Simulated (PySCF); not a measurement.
**Input and output**

[WOCl3]+ (singlet). PySCF 2.14.0, RKS PBE0, W def2-SVP with ECP60, O def2-SVP, Cl def2-SVP; non-relativistic Hamiltonian with scalar-relativistic core potentials where named; density fitting; no spin-orbit coupling. Purpose: singlet excitations, Tamm-Dancoff PBE0.

```python
mol = gto.M(atom='''
W      0.05541     0.00000     0.07816
O      1.25203     0.00000     1.22796
Cl     0.33127     1.82366    -1.11750
Cl    -1.85792     0.00000     1.16043
Cl     0.33127    -1.82366    -1.11750''',
    basis={'W': 'def2-SVP', 'O': 'def2-SVP', 'Cl': 'def2-SVP'},
    ecp={'W': 'def2-SVP'},
    charge=1, spin=0)
mf = dft.RKS(mol, xc='PBE0')
mf.grids.atom_grid = (50, 194)
mf = mf.density_fit()  # fitting sets: W def2-universal-JKFIT, O def2-universal-JKFIT, Cl def2-universal-JKFIT
mf.conv_tol = 1e-08; mf.max_cycle = 55
mf.kernel(dm0)  # dm0: converged density of the relaxed state
td = mf.TDA(); td.nstates = 8; td.kernel()
```

Run from Python with OMP_NUM_THREADS=2; the lines above give its settings. Where DIIS fails, smearing, a level shift and second-order steps follow.
It took 28 s on 2 threads of Intel(R) Xeon(R) Platinum 8259CL CPU @ 2.50GHz (Skylake/Cascade Lake), with other jobs on the host, from an already converged density.

(1) Where do the frontier levels lie, over both spins?

(2) What are the Mulliken charges and spins?

(3) Which singlet excitations follow (Tamm-Dancoff, 8 states)?

The geometry was relaxed with PBE0 (W def2-SVP with ECP60, O def2-SVP, Cl def2-SVP).

## Answers

(1) HOMO -15.76 eV, LUMO -9.73 eV. 

(2) 
```json
{"atom": "W1", "charge (e)": "1.048", "spin (e)": "0.000"}
{"atom": "O2", "charge (e)": "-0.123", "spin (e)": "0.000"}
{"atom": "Cl3", "charge (e)": "0.025", "spin (e)": "0.000"}
{"atom": "Cl4", "charge (e)": "0.025", "spin (e)": "0.000"}
{"atom": "Cl5", "charge (e)": "0.025", "spin (e)": "0.000"}
```

(3) 
| state | eV | oscillator strength |
| --- | --- | --- |
| 1 | 4.42 | 0.0000 |
| 2 | 4.48 | 0.0001 |
| 3 | 4.48 | 0.0001 |
| 4 | 4.68 | 0.0026 |
| 5 | 4.80 | 0.0086 |
| 6 | 4.80 | 0.0087 |
| 7 | 5.00 | 0.0191 |
| 8 | 5.00 | 0.0191 |
Functionals without range separation put charge-transfer states too low; the basis has no diffuse functions.
